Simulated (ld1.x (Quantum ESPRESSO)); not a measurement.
## Transferability test, TM potential for platinum (Pt)

- Element: platinum (Pt)
- Generator: ld1.x (Quantum ESPRESSO) 7.5
- Type: norm-conserving Troullier–Martins (Kleinman–Bylander form)
- Functional: PBE
- Relativity: scalar-relativistic
- Frozen core: [Xe] 4f14
- Valence charge: 10
- Reference configuration: 5d9 6s1 6p0
- Partial waves: 6s (bound): rc 1.20 bohr; 6p (bound, empty): rc 3.25 bohr; 5d (bound): rc 2.00 bohr
- Local potential: all-electron potential smoothed inside 3.00 bohr (lloc = -1)
- Core correction: none

Energies are relative to the spin-unpolarised reference configuration 5d9 6s1 6p0; without spin polarisation the order of configurations can differ from experiment. Not all tests gave a result: 2 of 7 tests not solved or not reliable. Left out of the table: 5d9 6s0.5 6p0 (solver errors, printed error -607 meV); 5d9.5 6s0.5 6p0 (solver errors, printed error -711 eV). The frozen-core shift is the all-electron ΔE with the core orbitals held at their reference shape minus the fully relaxed ΔE.

```csv
valence configuration,charge,ΔE all-electron (eV),error AE − PS (meV),frozen-core shift (meV)
5d9 6s0 6p0,+1,9.194,+312,+5.7
5d7 6s0 6p0,+3,61.376,+44,+212
5d9 6s0 6p1,0,5.049,+304,+2.4
```

Q: What are ΔE and the potential's error for 5d6 6s0 6p0?

A: ΔE = 107.029 eV all-electron; the error (AE − PS) is -402 meV.

Q: What are ΔE and the potential's error for 5d8 6s0 6p0?

A: ΔE = 29.160 eV all-electron; the error (AE − PS) is +263 meV.

Levels in the configuration 5d6 6s0 6p0:

```json
{"level": "5d", "all-electron (eV)": "-52.729", "pseudo (eV)": "-53.280"}
```

A Bessel basis up to 400 Ry misses an occupied level by 0.32 Ry, so cutoffs and ghosts were not judged.
